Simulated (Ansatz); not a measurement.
Consider the ligand exchange at a Mo–C bond: `[CH3][Mo]([CH3])(=[S])=[S]` + HCl → `[CH3][Mo](=[S])(=[S])[Cl]` + CH₄.

Program: Ansatz. Geometries: PBE0-D4/def2-TZVP. ΔE: electronic, gas phase. CBS: MP2 limit from def2 TZ/QZ plus the TZ coupled-cluster correction, frozen cores. This one scheme is used for every species. Functionals use def2-TZVPP. def2 core potentials past Kr. For Mo outer-core shells are correlated without core-valence functions, which leaves a few kJ/mol of doubt a bond.

`[CH3][Mo]([CH3])(=[S])=[S]`:

Cartesian coordinates in Å:
```
C 0.118 1.692 0.570
Mo -0.598 -0.248 0.338
C 0.549 -1.415 -0.947
S -0.595 -1.167 2.219
S -2.534 -0.132 -0.449
H 1.134 1.623 0.974
H 0.131 2.158 -0.422
H -0.493 2.299 1.241
H 0.168 -2.431 -1.063
H 1.564 -1.458 -0.536
H 0.554 -0.921 -1.925
```

HCl:

Cartesian coordinates in Å:
```
Cl 0.529 0.353 -0.063
H -0.529 -0.353 0.063
```

`[CH3][Mo](=[S])(=[S])[Cl]`:

```xyz
8

C    -0.227   -1.029    0.422
Mo    0.192    0.858   -0.349
S     0.631    0.505   -2.359
S    -1.618    1.887   -0.199
Cl    1.868    1.819    0.780
H    -1.043   -1.530   -0.098
H     0.689   -1.621    0.329
H    -0.492   -0.889    1.475
```

CH₄:

Cartesian coordinates in Å:
```
C 0.000 0.000 0.000
H 0.530 0.949 -0.079
H 0.561 -0.677 0.644
H -0.103 -0.442 -0.991
H -0.988 0.170 0.426
```

CCSD(T)/CBS gives -157.6 kJ/mol.

(1) Another level gave -160.2 kJ/mol. Which?
A. MP2/def2-TZVPP
B. r2SCANh-D4/def2-TZVPP
C. LC-ωPBE/def2-TZVPP
D. PBE0-D4/def2-TZVPP

Largest T1 diagnostic among the species: 0.026, so the coupled-cluster value is less sure than usual.

Results:

(1) B. r2SCANh-D4 -160.2, PBE0-D4 -155.9, LC-ωPBE -151.6, MP2/def2-TZVPP -177.7 kJ/mol.

Leaving LDA and LC-ωPBE aside and taking each functional with its dispersion term where it has one, the values, not all of them listed here, spread over 14.6 kJ/mol, from B2PLYP to ωB97M-V. LDA lies +4.0 kJ/mol from PBE without D4. At CCSD(T), def2-SVP lies −5.6 kJ/mol from the extrapolated value and def2-TZVPP +3.3 kJ/mol.

CCSD(T)/CBS has its own doubt, a few kJ/mol and more with outer-core shells, so smaller differences from it don't rank the levels.
